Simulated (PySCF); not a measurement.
# How methods differ on the excitation energy of Ca

Ca [Ar] 4s2 (1S) → Ca [Ar] 3d2 (3F), as a difference of total energies. All numbers are calculated (PySCF 2.14, the spin-free X2C one-electron Hamiltonian (Gaussian nucleus), in dyall-av3z (25s18p5d4f, 132 functions)). Correlated levels: valence: [Ar] frozen; virtual orbitals above 40 to 60 times the deepest correlated orbital energy dropped. The calculations carry no spin-orbit coupling.

```tsv
method	excitation energy (eV)
UHF	6.115
LDA	5.471
PBE	5.200
PBE0	5.472
r2SCAN	5.114
MN15	6.258
TPSS	5.129
r2SCAN0	5.435
MP2 (valence)	6.492
SCS-MP2 (valence)	6.725
```

Task: How much does correlation contribute at MP2 (valence)?

Result: 6.492 − (6.115) = 0.377 eV, measured against UHF.
